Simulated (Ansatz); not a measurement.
The cluster Cd₈Te₉⁻. Total charge -1; doublet. Geometry PBE-D4/def2-SVP, basis def2-SVP, Ansatz.

```xyz
17

Cd    0.967   -1.818   -2.625
Cd   -1.277   -0.700    0.641
Cd    0.640   -3.344    1.016
Cd   -0.081    2.746    2.342
Cd    2.722    2.581    2.289
Cd   -4.520    0.395   -1.276
Cd    4.589    1.669    0.097
Cd   -3.796    0.537    2.524
Te    2.172   -0.454    2.680
Te   -1.676    2.064   -2.986
Te    3.453   -1.150   -1.201
Te   -0.492   -0.057    3.447
Te    0.860    0.972   -3.198
Te   -0.635   -3.986   -2.268
Te    1.398    0.514   -0.192
Te   -2.625   -2.223   -1.283
Te   -1.699    2.255   -0.009
```

| run | HOMO (eV) | LUMO (eV) |
| --- | --- | --- |
| A | -2.24 | -0.96 |
| B | -1.86 | -1.45 |
| C | -1.45 | -1.28 |
| D | -1.65 | -1.43 |

In the def2 sets Cd, Te take a core potential; there is no spin–orbit coupling. Single mean-field runs in def2-SVP are fitted with def2-universal-jkfit. Another isomer (doublet) lies 4.55 eV lower at PBE0-D4/def2-SVP; other spin states weren't run for this one.

HOMO and LUMO are taken over both spins.

Task: The runs used BLYP, PBE, PBE0, r2SCAN. Estimate which is which.

Result: A PBE0 (25 % exact exchange); B r2SCAN (0 % exact exchange); C BLYP (0 % exact exchange); D PBE (0 % exact exchange). Exact exchange lowers occupied and raises empty levels; among semilocal functionals meta-GGAs tend to open the gap a little, and such runs are hard to tell apart. The gap grows from 0.17 eV (BLYP) to 1.28 eV (PBE0).
